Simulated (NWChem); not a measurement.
System: C₃H₆ClF; SMILES F[C@@H](C)CCl

NWChem input:

```
start job
memory heap 200 mb stack 900 mb global 1100 mb
geometry units angstroms noautoz
  C      0.735462     2.121881    -0.075879
  C     -0.010302     0.829140    -0.325388
  F     -1.313797     0.978972     0.090466
  C      0.607705    -0.337306     0.413604
  Cl    -0.186871    -1.881517     0.016644
  H      0.777534     2.345620     1.001034
  H      1.762365     2.070362    -0.466246
  H      0.215545     2.950146    -0.577462
  H     -0.032137     0.597370    -1.405328
  H      0.515770    -0.184957     1.498634
  H      1.671354    -0.433079     0.155278
end
basis spherical
  * library 6-31g*
end
dft
  xc xwpbe 1.00 cpbe96 1.0 hfexch 1.00
  cam 0.05 cam_alpha 0.0 cam_beta 1.0
  iterations 150
  vectors input atomic output neutral.movecs
end
task dft energy
charge 1
dft
  odft
  mult 2
  vectors input atomic output cation.movecs
end
task dft energy
```

Excerpt of the output:

```
             Northwest Computational Chemistry Package (NWChem) 7.3.0
             --------------------------------------------------------

 C1  symmetry detected

                             Geometry "geometry" -> ""
                             -------------------------

 Output coordinates in angstroms (scale by  1.889725989 to convert to a.u.)

  No.       Tag          Charge          X              Y              Z
 ---- ---------------- ---------- -------------- -------------- --------------
    1 C                    6.0000     0.67286316     2.16196963    -0.05447750
    2 C                    6.0000    -0.02087675     0.84437342    -0.32329556
    3 F                    9.0000    -1.31295647     0.91701287     0.14546547
    4 C                    6.0000     0.67883939    -0.31600004     0.34943684
    5 Cl                  17.0000    -0.05757807    -1.88185637    -0.07400045
    6 H                    1.0000     0.74590087     2.35001097     1.02759308
    7 H                    1.0000     1.68525517     2.17332185    -0.48401669
    8 H                    1.0000     0.09596669     2.98123112    -0.50605604
    9 H                    1.0000    -0.07345665     0.64939065    -1.40942703
   10 H                    1.0000     0.62175617    -0.20593208     1.44194721
   11 H                    1.0000     1.73505840    -0.35163813     0.04879534

 Effective nuclear repulsion energy (a.u.)     231.0062855917

  pbe96 is a nonlocal functional; adding pw91lda local functional.

                                 NWChem DFT Module
                                 -----------------

 Summary of "ao basis" -> "ao basis" (spherical)
 ------------------------------------------------------------------------------
       Tag                 Description            Shells   Functions and Types
 ---------------- ------------------------------  ------  ---------------------
 C                           6-31g*                  6       14   3s2p1d
 F                           6-31g*                  6       14   3s2p1d
 Cl                          6-31g*                  8       18   4s3p1d
 H                           6-31g*                  2        2   2s

            General Information
            -------------------
          SCF calculation type: DFT
          Wavefunction type:  closed shell.
          No. of atoms     :    11
          No. of electrons :    50
           Alpha electrons :    25
            Beta electrons :    25
          Charge           :     0
          Spin multiplicity:     1
          Use of symmetry is: off; symmetry adaption is: off
          Maximum number of iterations: 150
          AO basis - number of functions:    86
                     number of shells:    44
          Convergence on energy requested:  1.00D-06
          Convergence on density requested:  1.00D-05
          Convergence on gradient requested:  5.00D-04

              XC Information
              --------------
                     Hartree-Fock (Exact) Exchange  1.000
                     LC-wPBE(h)Exchange Functional  1.000
            Perdew 1991 LDA Correlation Functional  1.000 local
           PerdewBurkeErnz. Correlation Functional  1.000 non-local

           Range-Separation Parameters
           ---------------------------
           Alpha           :  0.00
           Beta            :  1.00
           Gamma           :  0.05
           Short-Range HF  :     F

             Grid Information
             ----------------
          Grid used for XC integration:  medium
          Radial quadrature: Mura-Knowles
          Angular quadrature: Lebedev.
          Tag              B.-S. Rad. Rad. Pts. Rad. Cut. Ang. Pts.
          ---              ---------- --------- --------- ---------
          C                   0.70       49          11.0       434
          F                   0.50       49           9.0       434
          Cl                  1.00       88          11.0       590
          H                   0.35       45          12.0       434
          Grid pruning is: on
          Number of quadrature shells:   554
          Spatial weights used:  Erf1

      Superposition of Atomic Density Guess
      -------------------------------------

 Sum of atomic energies:        -674.79307242

      Non-variational initial energy
      ------------------------------

 Total energy =    -677.145779
 1-e energy   =   -1388.387238
 2-e energy   =     480.235174
 HOMO         =      -0.347419
 LUMO         =       0.072767

   convergence    iter        energy       DeltaE   RMS-Dens  Diis-err
 ---------------- ----- ----------------- --------- --------- ---------
 d= 0,ls=0.0,diis     1   -677.4019088197 -9.08D+02  1.79D-02  8.81D-01
 d= 0,ls=0.0,diis     2   -677.3117217173  9.02D-02  1.10D-02  1.86D+00
 d= 0,ls=0.0,diis     3   -677.4936451046 -1.82D-01  1.58D-03  4.61D-02
 d= 0,ls=0.0,diis     4   -677.4968575007 -3.21D-03  7.66D-04  6.51D-03
 d= 0,ls=0.0,diis     5   -677.4974762963 -6.19D-04  1.67D-04  2.97D-04
  Resetting Diis
 d= 0,ls=0.0,diis     6   -677.4975096629 -3.34D-05  3.63D-05  1.61D-05
 d= 0,ls=0.0,diis     7   -677.4975114076 -1.74D-06  2.51D-05  1.61D-06
 d= 0,ls=0.0,diis     8   -677.4975112252  1.82D-07  1.41D-05  3.12D-06
 d= 0,ls=0.0,diis     9   -677.4975116067 -3.82D-07  1.42D-06  2.05D-08

         Total DFT energy =     -677.497511606684
      One electron energy =    -1391.809464366858
           Coulomb energy =      540.122747704245
    Exchange-Corr. energy =      -56.817080535801
 Nuclear repulsion energy =      231.006285591730

 Numeric. integr. density =       49.999999916833

                       DFT Final Molecular Orbital Analysis
                       ------------------------------------

 Vector   23  Occ=2.000000D+00  E=-3.057940D-01
              MO Center= -5.9D-01,  9.6D-01, -1.4D-01, r^2= 2.1D+00
   Bfn.  Coefficient  Atom+Function         Bfn.  Coefficient  Atom+Function
  ----- ------------  ---------------      ----- ------------  ---------------
    33      0.394000   3 F  pz               32      0.286012   3 F  py
    37      0.280162   3 F  pz               82      0.237253   9 H  s
    19     -0.210328   2 C  pz               36      0.204321   3 F  py
    81      0.194576   9 H  s                 6     -0.185553   1 C  s
     4      0.168129   1 C  py               31      0.161396   3 F  px

 Vector   24  Occ=2.000000D+00  E=-2.818118D-01
              MO Center=  3.6D-02, -1.6D+00,  8.2D-03, r^2= 1.9D+00
   Bfn.  Coefficient  Atom+Function         Bfn.  Coefficient  Atom+Function
  ----- ------------  ---------------      ----- ------------  ---------------
    65      0.605355   5 Cl pz               69      0.342041   5 Cl pz
    63     -0.340192   5 Cl px               61     -0.236861   5 Cl pz
    67     -0.191033   5 Cl px               84     -0.148460  10 H  s
    47     -0.142216   4 C  pz               59      0.132943   5 Cl px
    83     -0.119283  10 H  s                86      0.115554  11 H  s

 Vector   25  Occ=2.000000D+00  E=-2.801808D-01
              MO Center= -2.8D-02, -1.2D+00, -5.2D-02, r^2= 2.7D+00
   Bfn.  Coefficient  Atom+Function         Bfn.  Coefficient  Atom+Function
  ----- ------------  ---------------      ----- ------------  ---------------
    63      0.500308   5 Cl px               64     -0.318519   5 Cl py
    67      0.283292   5 Cl px               65      0.236501   5 Cl pz
    59     -0.195905   5 Cl px               68     -0.186659   5 Cl py
    18     -0.168451   2 C  py               45     -0.143306   4 C  px
    69      0.133256   5 Cl pz               86     -0.132179  11 H  s

 Vector   26  Occ=0.000000D+00  E= 2.509421D-02
              MO Center=  2.5D-01, -9.4D-01,  4.6D-02, r^2= 3.5D+00
   Bfn.  Coefficient  Atom+Function         Bfn.  Coefficient  Atom+Function
  ----- ------------  ---------------      ----- ------------  ---------------
    48      0.991739   4 C  s                68     -0.720566   5 Cl py
    50     -0.677816   4 C  py               66     -0.629297   5 Cl s
     6      0.415716   1 C  s                64     -0.407960   5 Cl py
    46     -0.380179   4 C  py               67     -0.343501   5 Cl px
    80     -0.339929   8 H  s                49     -0.250538   4 C  px

 Vector   27  Occ=0.000000D+00  E= 8.706037D-02
              MO Center=  1.1D+00,  7.4D-01, -2.3D-01, r^2= 4.1D+00
   Bfn.  Coefficient  Atom+Function         Bfn.  Coefficient  Atom+Function
  ----- ------------  ---------------      ----- ------------  ---------------
    86      1.136496  11 H  s                78      0.962798   7 H  s
     6     -0.703535   1 C  s                49     -0.629509   4 C  px
    48     -0.607630   4 C  s                20     -0.507014   2 C  s
    82      0.507295   9 H  s                 7     -0.439182   1 C  px
    21     -0.344685   2 C  px                8     -0.277706   1 C  py

 Vector   28  Occ=0.000000D+00  E= 1.062271D-01
              MO Center=  4.8D-01,  7.5D-01,  8.7D-01, r^2= 4.1D+00
   Bfn.  Coefficient  Atom+Function         Bfn.  Coefficient  Atom+Function
  ----- ------------  ---------------      ----- ------------  ---------------
    84      1.333976  10 H  s                76      1.034209   6 H  s
     6     -0.903490   1 C  s                51     -0.768654   4 C  pz
    48     -0.729382   4 C  s                 9     -0.446908   1 C  pz
    82     -0.324314   9 H  s                21      0.280635   2 C  px
    47     -0.269130   4 C  pz               34      0.247625   3 F  s

     Multipole analysis of the density
     ---------------------------------

     L   x y z        total         alpha         beta         nuclear
     -   - - -        -----         -----         ----         -------
     0   0 0 0     -0.000000    -25.000000    -25.000000     50.000000

[...]
```

Level: LC-wPBE (HJS exchange hole, range parameter 0.05 per bohr)/6-31G* (spherical d), vertical spin-unrestricted ions. Geometry: optimised at PBE0/def2-SVP.
